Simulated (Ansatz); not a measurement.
Coupled-cluster run, CH₅AlOS (`C[S][AlH][OH]`).

```yaml
crystal:
  periodic: [false, false, false]
  atoms:
    - {symbol: C, position_ang: [-0.008787, 1.006634, -1.461057]}
    - {symbol: S, position_ang: [0.173520, 1.152442, 0.347275]}
    - {symbol: Al, position_ang: [-0.011282, -0.933488, 0.924982]}
    - {symbol: O, position_ang: [0.085625, -1.396872, 2.547620]}
    - {symbol: H, position_ang: [-0.143213, -0.029744, -1.772745]}
    - {symbol: H, position_ang: [-0.875415, 1.586824, -1.774651]}
    - {symbol: H, position_ang: [0.885573, 1.406830, -1.936228]}
    - {symbol: H, position_ang: [-0.239697, -2.039658, -0.172429]}
    - {symbol: H, position_ang: [0.222177, -0.799368, 3.280234]}
basis:
  gaussian: {orbitals: def2-TZVPP}
correlation: {method: ccsd_t}
output: {orbitals: {seedname: orbitals}}
```

```sh
$ ansatz run in.yaml --threads 2 --pin off --events-out ev --progress --plain --max-ram 4352MiB
```

The program prints (abridged):

```
Functional definition: HF
1267 factors; integrals over basis functions are off by at most 1.2e-3 eV
mean field evaluation 1: about -20547.7046 eV, gradient 4.3e1 eV
mean field evaluation 2: about -20547.8851 eV, gradient 4.3e1 eV
mean field evaluation 4: about -20551.5825 eV, gradient 3.4e0 eV
mean field evaluation 8: about -20551.6458 eV, gradient 2.7e-1 eV
mean field -20551.64615760 eV, -755.2590658858 hartree, gradient 3.8e-6 eV, S^2 0.000000; 0 other end points of the search recorded, 0 dependent functions left out
12 core orbitals not correlated: weight in the atoms' cores, before any rotation towards them, 1.000 or more for the frozen orbitals, at most 0.000 for the correlated occupied ones
reference -20551.64615760 eV, -755.2590658858 hartree; 12, 12 occupied and 192, 192 virtual orbitals, 1267 factors
second order -18.33267304 eV of doubles, -0.00000000 eV of singles
cycle   1  -18.83858910 eV  change   -5.1e-1 eV  update   9.2e-2
cycle   2  -19.28780347 eV  change   -4.5e-1 eV  update   2.8e-2
cycle   3  -19.38791589 eV  change   -1.0e-1 eV  update   1.4e-2
cycle   4  -19.38029976 eV  change    7.6e-3 eV  update   3.5e-3
cycle   5  -19.37899208 eV  change    1.3e-3 eV  update   1.6e-3
cycle   6  -19.37935792 eV  change   -3.7e-4 eV  update   4.8e-4
cycle   7  -19.37912190 eV  change    2.4e-4 eV  update   1.7e-4
cycle   8  -19.37907549 eV  change    4.6e-5 eV  update   5.5e-5
cycle   9  -19.37908972 eV  change   -1.4e-5 eV  update   2.1e-5
perturbative correction -0.76312585 eV, -0.0280443576 hartree
Total energy: -20571.78837317 eV, -755.9992786550 hartree
```

It took 99 s on 2 threads of an Arm Neoverse V1 on a shared host, with 3 GiB of host memory at the peak.

Correlation energy per correlated electron: -0.839 eV. T1 diagnostic: 0.0116.
